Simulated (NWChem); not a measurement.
System: C$_{4}$H$_{3}$N$_{2}$, doublet; SMILES [c]1cnccn1

Program: NWChem. Spin-unrestricted. In the optimisation the excess spin sits in a' (Cs, its own frame). No stability test was run on the SCF state. B3LYP is NWChem's, with the RPA form of VWN correlation. The level has its own optimisation. Brackets give each atom's bonded neighbours.

Task: Estimate the computed values for B3LYP/3-21G. Quantities: r C–N [C(CN)–N(CC)] (Å); r C–C [C(CHN)–C(CN)] (Å); r C–C [C(CHN)–C(CHN)] (Å); dipole (D).

Result: 
```
Quantity                   Result
-------------------------  ------
r C–N [C(CN)–N(CC)] (Å)     1.296
r C–C [C(CHN)–C(CN)] (Å)    1.403
r C–C [C(CHN)–C(CHN)] (Å)   1.392
dipole (D)                   1.53
```
